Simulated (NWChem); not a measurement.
System: C₂HCl₂, doublet; SMILES Cl[C]=CCl

All runs: NWChem. Spin-unrestricted. In the optimisation the excess spin sits in a' (Cs, its own frame). The geometry was optimised at B3LYP/6-31G* (spherical d), spin-unrestricted. No stability test was run on the SCF state.

Question: Taking PBE/def2-TZVPP as the yardstick, which of these has the fewest basis functions while keeping “highest occupied level (eV)” within 0.05 eV of it: PBE/STO-3G; PBE/def2-SVPD; PBE/def2-SVP; PBE/def2-TZVP?

Answer: PBE/def2-TZVP.
```csv
level,basis functions,highest occupied level (eV),relative time (rough)
PBE/STO-3G,29,-4.44,1
PBE/def2-SVP,69,-6.01,3
PBE/def2-SVPD,102,-6.34,8
PBE/def2-TZVP,142,-6.21,20
PBE/def2-TZVPP,160,-6.21,20
```

The yardstick is one finite set, not the basis-set limit.
